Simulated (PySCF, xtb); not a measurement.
Al(GeH3)2(H) (AlGe2H7), SMILES [GeH3][AlH][GeH3].

Harmonic wavenumbers (cm⁻¹) from GFN2-xTB (xtb) at its own minimum, in rising order: 18, 33, 50, 127, 204, 211, 216, 296, 406, 417, 556, 801, 828, 883, 887, 893, 895, 1735, 1829, 1851, 1912, 1925, 1936, 1944.

Task: What does r2SCAN-D4/def2-SVP (PySCF 2.14.0) give at its own minimum? (Estimate from the structure and the level; the computed values follow.)

Result: 16, 26, 66, 256, 279, 335, 351, 377, 446, 470, 611, 778, 800, 887, 888, 890, 894, 1906, 2108, 2111, 2118, 2120, 2130, 2132. Paired by order, the mean absolute difference is 95 cm⁻¹ and the zero-point energies are 29.8 and 32.9 kcal/mol.
